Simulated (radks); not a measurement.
Results of a calculation; reference values are marked as such.
Problem. Isoelectronic series with 6 electrons, each ion in its NIST ground configuration. Code: a radial shooting solver on a logarithmic mesh with Libxc functionals. Model: Dirac Kohn-Sham, PBE, spin-unpolarised, spherical densities, point nucleus; open shells fill j = l - 1/2 first. Total energies (hartree) and orbital eigenvalues (eV):

ion,configuration,E (hartree),2p1/2,2s1/2,1s1/2
Zn24+,[He] 2s2 2p2,-1270.60278,-2299.693,-2389.670,-11008.59
Ga25+,[He] 2s2 2p2,-1361.15209,-2484.006,-2577.599,-11809.50
Ge26+,[He] 2s2 2p2,-1454.95319,-2675.684,-2772.923,-12639.64
As27+,[He] 2s2 2p2,-1552.02424,-2874.773,-2975.687,-13499.16
Se28+,[He] 2s2 2p2,-1652.38417,-3081.316,-3185.936,-14388.21
Br29+,[He] 2s2 2p2,-1756.05269,-3295.363,-3403.721,-15306.96
Kr30+,[He] 2s2 2p2,-1863.05031,-3516.962,-3629.092,-16255.57
Rb31+,[He] 2s2 2p2,-1973.39838,-3746.165,-3862.102,-17234.21

Estimate the row of Sr32+ ([He] 2s2 2p2).

Solution. E (hartree) -2087.11906; 2p1/2 -3983.026; 2s1/2 -4102.806; 1s1/2 -18243.08.
